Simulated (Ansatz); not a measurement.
Hf₄. Total charge 0; quintet. Geometry PBE-D4/def2-SVP; atoms count from 1.

```csv
atom,x (Å),y (Å),z (Å)
Hf1,1.532,-0.272,0.760
Hf2,-1.205,-1.063,0.645
Hf3,0.090,-0.320,-1.699
Hf4,-0.417,1.655,0.295
```

In the def2 sets Hf takes a core potential; there is no spin–orbit coupling. The charge 0 quintet is spin-contaminated (final ⟨S²⟩ up to 6.40, 6.00 for a pure state). The structure comes from a short search, and lower isomers may exist.

Problem. Estimate the Mulliken populations from the PBE0/def2-TZVP orbitals of Ansatz.

Solution. 
```
atom  charge (e)  spin (α − β)  d electrons
 Hf1        0.00          1.00         2.42
 Hf2        0.00          1.00         2.42
 Hf3        0.00          1.00         2.42
 Hf4        0.00          1.00         2.42
```
Mulliken values and Mayer orders depend strongly on the basis.

Problem. Where does the spin sit?

Solution. Summed by element: Hf 4.00, of 4 unpaired in all. Largest on single atoms: Hf3 1.00, Hf4 1.00, Hf1 1.00.

Problem. And the Mayer bond orders between bonded heavy atoms (over 0.3)?

Solution. Hf1–Hf2 1.40 (2.85 Å); Hf1–Hf3 1.40 (2.85 Å); Hf1–Hf4 1.51 (2.78 Å); Hf2–Hf3 1.51 (2.78 Å); Hf2–Hf4 1.40 (2.85 Å); Hf3–Hf4 1.40 (2.85 Å).
